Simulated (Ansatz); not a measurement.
**Molecular dynamics of AlClF$_{2}$**

The input (input.yaml):

```yaml
crystal:
  periodic: [false, false, false]
  atoms:
    - { symbol: Al, position_ang: [0.0, 0.0, 0.03716] }
    - { symbol: Cl, position_ang: [0.0, 0.0, 2.12536] }
    - { symbol: F, position_ang: [1.443239, 0.0, -0.81126] }
    - { symbol: F, position_ang: [-1.443239, 0.0, -0.81126] }
basis:
  gaussian: { orbitals: cc-pVDZ }
hamiltonian:
  xc: pbe0
  dispersion: d4
md:
  timestep: 2.0
  n_steps: 150
  ensemble: nvt_langevin
  temperature: 500.0
  initial_velocities: maxwell_boltzmann
  seed: 96961
  friction: 0.005
  temperature_schedule:
    - { n_steps: 37, end_temperature: 500.0 }
    - { n_steps: 113, end_temperature: 1000.0 }
```

Run as:

```bash
$ ansatz run input.yaml --threads 1 --pin off --max-ram 2048MiB --backend cpu --events-out ev --progress --plain --runs-dir out
```

It starts from a relaxed structure.

Output, in part (one step line in 6, the closing report, with atoms numbered from 0):

```
md step     0: t =     0.00 fs  T =   375.0 K (target 500.0 K)  F+E_penalty+E_count = -24546.75150939 eV  E_kin = 0.193890 eV  (25 SCF iters)
md step     6: t =    12.00 fs  T =   336.9 K (target 500.0 K)  F+E_penalty+E_count = -24546.68465349 eV  E_kin = 0.174167 eV  (30 SCF iters)
md step    12: t =    24.00 fs  T =   360.3 K (target 500.0 K)  F+E_penalty+E_count = -24546.64918773 eV  E_kin = 0.186301 eV  (30 SCF iters)
md step    18: t =    36.00 fs  T =   244.3 K (target 500.0 K)  F+E_penalty+E_count = -24546.61933420 eV  E_kin = 0.126322 eV  (30 SCF iters)
md step    24: t =    48.00 fs  T =   219.4 K (target 500.0 K)  F+E_penalty+E_count = -24546.60853175 eV  E_kin = 0.113453 eV  (30 SCF iters)
md step    30: t =    60.00 fs  T =   282.0 K (target 500.0 K)  F+E_penalty+E_count = -24546.65322699 eV  E_kin = 0.145796 eV  (30 SCF iters)
md step    36: t =    72.00 fs  T =   298.6 K (target 500.0 K)  F+E_penalty+E_count = -24546.68888868 eV  E_kin = 0.154362 eV  (30 SCF iters)
md step    42: t =    84.00 fs  T =   492.3 K (target 519.9 K)  F+E_penalty+E_count = -24546.71283785 eV  E_kin = 0.254556 eV  (30 SCF iters)
md step    48: t =    96.00 fs  T =   271.6 K (target 546.5 K)  F+E_penalty+E_count = -24546.63119346 eV  E_kin = 0.140439 eV  (30 SCF iters)
md step    54: t =   108.00 fs  T =   347.0 K (target 573.0 K)  F+E_penalty+E_count = -24546.62116627 eV  E_kin = 0.179405 eV  (30 SCF iters)
md step    60: t =   120.00 fs  T =   163.9 K (target 599.6 K)  F+E_penalty+E_count = -24546.57364173 eV  E_kin = 0.084729 eV  (30 SCF iters)
md step    66: t =   132.00 fs  T =   178.8 K (target 626.1 K)  F+E_penalty+E_count = -24546.56850199 eV  E_kin = 0.092457 eV  (30 SCF iters)
md step    72: t =   144.00 fs  T =   321.8 K (target 652.7 K)  F+E_penalty+E_count = -24546.64016125 eV  E_kin = 0.166376 eV  (30 SCF iters)
md step    78: t =   156.00 fs  T =   432.2 K (target 679.2 K)  F+E_penalty+E_count = -24546.62275290 eV  E_kin = 0.223475 eV  (30 SCF iters)
md step    84: t =   168.00 fs  T =   626.0 K (target 705.8 K)  F+E_penalty+E_count = -24546.69792310 eV  E_kin = 0.323663 eV  (30 SCF iters)
md step    90: t =   180.00 fs  T =   709.2 K (target 732.3 K)  F+E_penalty+E_count = -24546.72925186 eV  E_kin = 0.366697 eV  (29 SCF iters)
md step    96: t =   192.00 fs  T =   477.9 K (target 758.8 K)  F+E_penalty+E_count = -24546.60511820 eV  E_kin = 0.247113 eV  (30 SCF iters)
md step   102: t =   204.00 fs  T =   566.2 K (target 785.4 K)  F+E_penalty+E_count = -24546.62304563 eV  E_kin = 0.292746 eV  (30 SCF iters)
md step   108: t =   216.00 fs  T =   601.5 K (target 811.9 K)  F+E_penalty+E_count = -24546.58267176 eV  E_kin = 0.311018 eV  (29 SCF iters)
md step   114: t =   228.00 fs  T =   574.2 K (target 838.5 K)  F+E_penalty+E_count = -24546.54217600 eV  E_kin = 0.296906 eV  (30 SCF iters)
md step   120: t =   240.00 fs  T =   469.3 K (target 865.0 K)  F+E_penalty+E_count = -24546.43673557 eV  E_kin = 0.242657 eV  (26 SCF iters)
md step   126: t =   252.00 fs  T =   629.1 K (target 891.6 K)  F+E_penalty+E_count = -24546.46145922 eV  E_kin = 0.325288 eV  (30 SCF iters)
md step   132: t =   264.00 fs  T =   923.3 K (target 918.1 K)  F+E_penalty+E_count = -24546.61472750 eV  E_kin = 0.477403 eV  (30 SCF iters)
md step   138: t =   276.00 fs  T =   957.0 K (target 944.7 K)  F+E_penalty+E_count = -24546.57637608 eV  E_kin = 0.494806 eV  (25 SCF iters)
md step   144: t =   288.00 fs  T =   757.4 K (target 971.2 K)  F+E_penalty+E_count = -24546.64119018 eV  E_kin = 0.391622 eV  (30 SCF iters)
md step   150: t =   300.00 fs  T =   366.1 K (target 997.8 K)  F+E_penalty+E_count = -24546.51466727 eV  E_kin = 0.189313 eV  (26 SCF iters)
Total energy: -24546.51469730 eV, -902.0677769006 hartree
Atom 0 at     0.292177     0.694969    -0.125432 Å, force    -1.861630     0.212400     2.249669 eV/Å
Atom 1 at     0.012191     0.529410     2.016636 Å, force     0.642049    -0.043326    -0.911588 eV/Å
Atom 2 at     1.568314     0.314749    -1.065474 Å, force     1.103860    -0.263750    -0.716162 eV/Å
Atom 3 at    -1.210806     1.207065    -0.657687 Å, force     0.115720     0.094676    -0.621919 eV/Å
Dipole moment:     0.208662    -0.000723    -0.082201 e Å
```

All steps were run. The schedule's set-point averaged 834 K over the second half and the system 639 K, so it lags behind the ramp. A run of 0.3 ps of so small a system gives no equilibrium averages.

The same pairs are bonded in the first frame and the last. Pairs count as bonded within 1.25 times the sum of covalent radii (0.12 Å more for H–H).

Last frame:

```xyz
4
Properties=species:S:1:pos:R:3
Al 0.292 0.695 -0.125
Cl 0.012 0.529 2.017
F 1.568 0.315 -1.065
F -1.211 1.207 -0.658
```

Time of the run: 5.5 min on 1 thread of Arm Neoverse V1, with other jobs on the host, peak memory 0.12 GiB.
